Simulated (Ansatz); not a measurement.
## Nudged elastic band run: ClF2H6N2OTa

input.yaml

```yaml
crystal:
  periodic: [false, false, false]
  atoms:
    - { symbol: Ta, position_ang: [0.038275, 0.100757, -0.072557] }
    - { symbol: O, position_ang: [1.953218, -0.172404, 0.221025] }
    - { symbol: H, position_ang: [2.238585, -0.956915, 0.725126] }
    - { symbol: F, position_ang: [-0.197947, 0.150679, 1.830314] }
    - { symbol: F, position_ang: [0.05279, -0.294176, -1.956184] }
    - { symbol: Cl, position_ang: [-1.735171, 1.71284, -0.241731] }
    - { symbol: "N", position_ang: [-0.788219, -1.695596, 0.041926] }
    - { symbol: H, position_ang: [-1.139289, -2.108156, 0.912788] }
    - { symbol: H, position_ang: [-0.979884, -2.295431, -0.766677] }
    - { symbol: "N", position_ang: [1.175404, 2.042023, -0.936072] }
    - { symbol: H, position_ang: [0.963641, 2.142022, -1.938321] }
    - { symbol: H, position_ang: [0.919832, 2.931348, -0.485474] }
    - { symbol: H, position_ang: [2.190366, 1.896511, -0.834964] }
basis:
  gaussian: { orbitals: def2-SVP }
hamiltonian:
  xc: pbe
neb:
  order_check: false
  images: 5
  f_tol: 0.03
  max_iterations: 60
  final_atoms:
    - { symbol: Ta, position_ang: [-0.29555554, 0.39394527, -0.31028153] }
    - { symbol: O, position_ang: [1.95508508, -0.3537829, -0.21997504] }
    - { symbol: H, position_ang: [2.23275744, -0.51551734, 0.70310739] }
    - { symbol: F, position_ang: [0.08354722, 0.69486638, 1.53770799] }
    - { symbol: F, position_ang: [-0.09492727, -0.08679422, -2.13527522] }
    - { symbol: Cl, position_ang: [-2.38673139, 1.41668333, -0.34829435] }
    - { symbol: "N", position_ang: [-0.73045814, -1.54105222, 0.04022379] }
    - { symbol: H, position_ang: [-0.85744342, -1.94788084, 0.97555509] }
    - { symbol: H, position_ang: [-0.61563308, -2.29915976, -0.64241803] }
    - { symbol: "N", position_ang: [0.97802853, 1.98979701, -0.78580623] }
    - { symbol: H, position_ang: [1.15116535, 2.29287516, -1.7512475] }
    - { symbol: H, position_ang: [1.11252288, 2.79047055, -0.15568522] }
    - { symbol: H, position_ang: [2.15924332, 0.61905159, -0.40841215] }
  initial_path:
    images:
      - { positions_ang: [[0.038275, 0.100757, -0.072557], [1.953218, -0.172404, 0.221025], [2.238585, -0.956915, 0.725126], [-0.197947, 0.150679, 1.830314], [0.05279, -0.294176, -1.956184], [-1.735171, 1.71284, -0.241731], [-0.788219, -1.695596, 0.041926], [-1.139289, -2.108156, 0.912788], [-0.979884, -2.295431, -0.766677], [1.175404, 2.042023, -0.936072], [0.963641, 2.142022, -1.938321], [0.919832, 2.931348, -0.485474], [2.190366, 1.896511, -0.834964]] }
      - { positions_ang: [[0.02619886, 0.06562282, -0.04900297], [2.09274678, -0.10607037, 0.151091], [2.39621931, -0.80442767, 0.75128071], [-0.13484642, 0.09911592, 1.86290112], [0.03943946, -0.19787762, -1.94807773], [-1.57712072, 1.84785604, -0.16435095], [-0.87654191, -1.76017066, 0.0255772], [-1.3529642, -2.1026447, 0.85423517], [-0.93455878, -2.40089558, -0.76242957], [1.03566247, 2.05559834, -0.97835487], [1.17675006, 2.12043238, -1.8590932], [0.69135478, 2.95007299, -0.61781808], [2.1092613, 1.68689011, -0.76675882]] }
      - { positions_ang: [[0.01412271, 0.03048863, -0.02544895], [2.23227555, -0.03973675, 0.081157], [2.55385363, -0.65194034, 0.77743542], [-0.07174583, 0.04755283, 1.89548824], [0.02608893, -0.10157924, -1.93997147], [-1.41907043, 1.98287209, -0.08697091], [-0.96486481, -1.82474531, 0.00922839], [-1.56663941, -2.0971334, 0.79568234], [-0.88923355, -2.50636016, -0.75818214], [0.89592094, 2.06917369, -1.02063775], [1.38985911, 2.09884275, -1.77986539], [0.46287756, 2.96879798, -0.75016215], [2.02815659, 1.47726923, -0.69855364]] }
      - { positions_ang: [[0.00204657, -0.00464555, -0.00189492], [2.37180433, 0.02659688, 0.01122299], [2.71148794, -0.49945302, 0.80359014], [-0.00864525, -0.00401025, 1.92807536], [0.01273839, -0.00528086, -1.9318652], [-1.26102015, 2.11788813, -0.00959086], [-1.05318772, -1.88931997, -0.00712041], [-1.78031461, -2.09162209, 0.7371295], [-0.84390833, -2.61182474, -0.75393471], [0.75617942, 2.08274903, -1.06292062], [1.60296817, 2.07725313, -1.70063759], [0.23440035, 2.98752298, -0.88250623], [1.94705189, 1.26764834, -0.63034845]] }
      - { positions_ang: [[-0.09715413, 0.12821805, -0.10469046], [2.23289791, -0.10019638, -0.06584302], [2.55191111, -0.50480779, 0.77009589], [0.02208557, 0.22894863, 1.7979529], [-0.02315016, -0.03245198, -1.99966854], [-1.63625723, 1.8841532, -0.12249202], [-0.94561119, -1.77323072, 0.00866099], [-1.47269088, -2.04370834, 0.8166047], [-0.76781658, -2.50760308, -0.71676248], [0.83012912, 2.05176502, -0.97054916], [1.45236723, 2.14912714, -1.71750756], [0.52710786, 2.92183883, -0.64023256], [2.01778237, 1.05144943, -0.55636969]] }
      - { positions_ang: [[-0.19635483, 0.26108166, -0.20748599], [2.0939915, -0.22698964, -0.14290903], [2.39233428, -0.51016256, 0.73660164], [0.0528164, 0.4619075, 1.66783045], [-0.05903872, -0.0596231, -2.06747188], [-2.01149431, 1.65041827, -0.23539319], [-0.83803467, -1.65714147, 0.02444239], [-1.16506715, -1.99579459, 0.8960799], [-0.69172483, -2.40338142, -0.67959025], [0.90407883, 2.02078101, -0.8781777], [1.30176629, 2.22100115, -1.73437753], [0.81981537, 2.85615469, -0.39795889], [2.08851284, 0.83525051, -0.48239092]] }
      - { positions_ang: [[-0.29555554, 0.39394527, -0.31028153], [1.95508508, -0.3537829, -0.21997504], [2.23275744, -0.51551734, 0.70310739], [0.08354722, 0.69486638, 1.53770799], [-0.09492727, -0.08679422, -2.13527522], [-2.38673139, 1.41668333, -0.34829435], [-0.73045814, -1.54105222, 0.04022379], [-0.85744342, -1.94788084, 0.97555509], [-0.61563308, -2.29915976, -0.64241803], [0.97802853, 1.98979701, -0.78580623], [1.15116535, 2.29287516, -1.7512475], [1.11252288, 2.79047055, -0.15568522], [2.15924332, 0.61905159, -0.40841215]] }
```

Run as:

```bash
$ ansatz run input.yaml --threads 4 --pin off --max-ram 5120MiB --backend cpu --events-out ev --progress --plain --runs-dir out
```

Output, in part (warnings, iteration lines, the closing report on the highest movable image, with atoms numbered from 0):

```
NEB end point (image 0): max|allowed force component| = 1.635e-2 eV/Å (the criterion of neb.relax_end_points is 1.000e-2)
NEB end point (image 6): max|allowed force component| = 1.591e-2 eV/Å (the criterion of neb.relax_end_points is 1.000e-2)
NEB iter   1: max|band force component| = 8.586e0 eV/Å  barrier→ = 6.6552 eV  barrier← = 5.6212 eV  Δτ_max = 0.2000 Å  (235 SCF iters)
NEB iter   2: max|band force component| = 3.048e0 eV/Å  barrier→ = 3.4524 eV  barrier← = 2.4184 eV  Δτ_max = 0.2000 Å  (186 SCF iters)
NEB iter   3: max|band force component| = 4.041e0 eV/Å  barrier→ = 2.0205 eV  barrier← = 0.9864 eV  Δτ_max = 0.0997 Å  (184 SCF iters)
NEB iter   4: max|band force component| = 1.436e0 eV/Å  barrier→ = 1.5441 eV  barrier← = 0.5100 eV  Δτ_max = 0.2000 Å  (177 SCF iters)
NEB iter   5: max|band force component| = 1.375e0 eV/Å  barrier→ = 1.1164 eV  barrier← = 0.0823 eV  Δτ_max = 0.2000 Å  (172 SCF iters)
NEB iter   6: max|band force component| = 1.556e0 eV/Å  barrier→ = 1.1043 eV  barrier← = 0.0703 eV  Δτ_max = 0.0999 Å  (175 SCF iters)
NEB iter   7: max|band force component| = 1.016e0 eV/Å  barrier→ = 1.0959 eV  barrier← = 0.0618 eV  Δτ_max = 0.1001 Å  (168 SCF iters)
NEB iter   8: max|band force component| = 7.248e-1 eV/Å  barrier→ = 1.0923 eV  barrier← = 0.0582 eV  Δτ_max = 0.2000 Å  (169 SCF iters)
NEB iter   9: max|band force component| = 8.172e-1 eV/Å  barrier→ = 1.0768 eV  barrier← = 0.0427 eV  Δτ_max = 0.1011 Å  (186 SCF iters)
NEB iter  10: max|band force component| = 3.255e-1 eV/Å  barrier→ = 1.0655 eV  barrier← = 0.0315 eV  CI = image 5  Δτ_max = 0.1045 Å  (174 SCF iters)
NEB iter  11: max|band force component| = 2.337e-1 eV/Å  barrier→ = 1.0975 eV  barrier← = 0.0634 eV  CI = image 5  Δτ_max = 0.0846 Å  (170 SCF iters)
NEB iter  12: max|band force component| = 1.645e-1 eV/Å  barrier→ = 1.0978 eV  barrier← = 0.0637 eV  CI = image 5  Δτ_max = 0.0857 Å  (157 SCF iters)
NEB iter  13: max|band force component| = 1.573e-1 eV/Å  barrier→ = 1.0895 eV  barrier← = 0.0555 eV  CI = image 5  Δτ_max = 0.0883 Å  (165 SCF iters)
NEB iter  14: max|band force component| = 7.945e-1 eV/Å  barrier→ = 1.0800 eV  barrier← = 0.0459 eV  CI = image 5  Δτ_max = 0.0443 Å  (157 SCF iters)
NEB iter  15: max|band force component| = 2.148e-1 eV/Å  barrier→ = 1.0779 eV  barrier← = 0.0439 eV  CI = image 5  Δτ_max = 0.0885 Å  (158 SCF iters)
NEB iter  16: max|band force component| = 1.039e-1 eV/Å  barrier→ = 1.0727 eV  barrier← = 0.0387 eV  CI = image 5  Δτ_max = 0.1750 Å  (159 SCF iters)
NEB iter  17: max|band force component| = 3.124e-1 eV/Å  barrier→ = 1.0706 eV  barrier← = 0.0365 eV  CI = image 5  Δτ_max = 0.0816 Å  (172 SCF iters)
NEB iter  18: max|band force component| = 9.490e-2 eV/Å  barrier→ = 1.0699 eV  barrier← = 0.0358 eV  CI = image 5  Δτ_max = 0.0890 Å  (156 SCF iters)
NEB iter  19: max|band force component| = 4.002e-1 eV/Å  barrier→ = 1.0690 eV  barrier← = 0.0349 eV  CI = image 5  Δτ_max = 0.0443 Å  (166 SCF iters)
NEB iter  20: max|band force component| = 4.861e-2 eV/Å  barrier→ = 1.0687 eV  barrier← = 0.0346 eV  CI = image 5  Δτ_max = 0.0880 Å  (160 SCF iters)
NEB iter  21: max|band force component| = 8.047e-2 eV/Å  barrier→ = 1.0685 eV  barrier← = 0.0344 eV  CI = image 5  Δτ_max = 0.0386 Å  (158 SCF iters)
NEB iter  22: max|band force component| = 3.869e-2 eV/Å  barrier→ = 1.0684 eV  barrier← = 0.0344 eV  CI = image 5  Δτ_max = 0.0112 Å  (163 SCF iters)
NEB iter  23: max|band force component| = 3.001e-2 eV/Å  barrier→ = 1.0684 eV  barrier← = 0.0344 eV  CI = image 5  Δτ_max = 0.0443 Å  (166 SCF iters)
NEB iter  24: max|band force component| = 3.971e-2 eV/Å  barrier→ = 1.0684 eV  barrier← = 0.0344 eV  CI = image 5  Δτ_max = 0.0037 Å  (156 SCF iters)
NEB iter  25: max|band force component| = 8.731e-3 eV/Å  barrier→ = 1.0684 eV  barrier← = 0.0343 eV  CI = image 5  Δτ_max = 0.0000 Å  (315 SCF iters)
Total energy: -24613.70023713 eV, -904.5367999492 hartree
Atom 0 at    -0.275290     0.327914    -0.318233 Å, force    -0.001395    -0.000207     0.002378 eV/Å
Atom 1 at     1.895670    -0.295351    -0.267834 Å, force     0.000116    -0.002850    -0.001260 eV/Å
Atom 2 at     2.246625    -0.540751     0.609173 Å, force     0.000146     0.001490     0.000559 eV/Å
Atom 3 at     0.026671     0.669234     1.536444 Å, force     0.000487     0.000224     0.000340 eV/Å
Atom 4 at    -0.139789    -0.114737    -2.157270 Å, force     0.000261     0.000094    -0.001253 eV/Å
Atom 5 at    -2.295045     1.495491    -0.429229 Å, force    -0.000097    -0.000434     0.000009 eV/Å
Atom 6 at    -0.748786    -1.571351     0.087009 Å, force     0.000323     0.001080    -0.002383 eV/Å
Atom 7 at    -0.798435    -1.972539     1.031608 Å, force     0.000039     0.000503     0.000503 eV/Å
Atom 8 at    -0.692613    -2.332178    -0.601181 Å, force    -0.000016    -0.000456     0.000611 eV/Å
Atom 9 at     1.126377     1.940795    -0.742882 Å, force    -0.000313     0.002044    -0.001164 eV/Å
Atom 10 at     1.183692     2.308537    -1.701295 Å, force    -0.000012    -0.000849    -0.000280 eV/Å
Atom 11 at     1.168162     2.737673    -0.094304 Å, force    -0.000001    -0.000776     0.000866 eV/Å
Atom 12 at     1.994362     0.800766    -0.452808 Å, force     0.000462     0.000138     0.001075 eV/Å
Dipole moment:     0.462239    -0.231908     0.274915 e Å
```

The run converged. A vibrational analysis at the climbing image gives one clearly imaginary mode, 416i cm⁻¹: a first-order saddle point. The orbitals stay closed-shell, which can raise the energy where a bond breaks towards radicals; this wasn't checked here.

Final band (atoms are numbered from 1 in the order of the input):

```json
{"image": "0", "path coordinate (Å)": "0.00", "energy (eV)": "0.00", "N10–H13 (Å)": "1.03", "O2–H13 (Å)": "2.33"}
{"image": "1", "path coordinate (Å)": "0.53", "energy (eV)": "0.00", "N10–H13 (Å)": "1.03", "O2–H13 (Å)": "2.34"}
{"image": "2", "path coordinate (Å)": "1.06", "energy (eV)": "0.03", "N10–H13 (Å)": "1.03", "O2–H13 (Å)": "2.20"}
{"image": "3", "path coordinate (Å)": "1.59", "energy (eV)": "0.17", "N10–H13 (Å)": "1.03", "O2–H13 (Å)": "1.98"}
{"image": "4", "path coordinate (Å)": "2.12", "energy (eV)": "0.52", "N10–H13 (Å)": "1.08", "O2–H13 (Å)": "1.62"}
{"image": "5", "path coordinate (Å)": "2.65", "energy (eV)": "1.07", "N10–H13 (Å)": "1.46", "O2–H13 (Å)": "1.12"}
{"image": "6", "path coordinate (Å)": "3.07", "energy (eV)": "1.03", "N10–H13 (Å)": "1.85", "O2–H13 (Å)": "1.01"}
```

Time of the run: 100 s on 4 threads of AMD EPYC 9R45 96-Core Processor (Zen 5), with other jobs on the host, peak memory 0.25 GiB.
